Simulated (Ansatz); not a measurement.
This geometry of C2H6AlO (10 atoms, charge 1, multiplicity 1) is a first-order saddle point.

All numbers below come from RKS r2SCANh-D4/def2-SVP in Ansatz 0.2.0.

```xyz
10
Properties=species:S:1:pos:R:3
C -1.787 -0.145 -0.466
Al 0.033 0.328 -0.878
C 1.288 0.381 0.771
O 1.940 -0.617 1.182
H -1.856 -1.050 0.156
H -2.362 -0.318 -1.388
H -2.287 0.665 0.090
H 0.910 0.714 -2.124
H 1.432 1.270 1.429
H 2.690 -1.227 1.228
```

Q: Which two structures does it join? (They come from a converged band through this point; their orientation in space is the band's.)

A: No bond is made or broken. The dihedral H9–C3–O4–H10 goes from -180 to 0°.

First end point:

```xyz
10
Properties=species:S:1:pos:R:3
C -1.844 -0.014 -0.584
Al 0.063 -0.078 -0.655
C 1.178 0.095 1.133
O 2.439 0.055 1.090
H -2.252 -0.806 0.065
H -2.298 -0.132 -1.579
H -2.199 0.944 -0.169
H 1.274 -0.227 -1.657
H 0.847 0.223 2.180
H 2.792 -0.059 0.177
```

Last end point:

```xyz
10
Properties=species:S:1:pos:R:3
C -1.705 0.097 -0.706
Al 0.198 0.253 -0.935
C 1.250 0.099 0.846
O 1.622 -1.044 1.251
H -1.984 -0.802 -0.135
H -2.211 0.051 -1.682
H -2.115 0.964 -0.161
H 1.260 0.500 -2.064
H 1.551 0.942 1.501
H 2.134 -1.060 2.087
```

Q: How far does it lie above each of them?

A: 1.02 eV above the first and 1.07 eV above the second. This is the barrier of this one path; another mechanism may lie lower.

Run time: 2.6 min on 2 threads of AMD EPYC 9R45 96-Core Processor (Zen 5), on a shared host, peak memory 0.21 GiB.
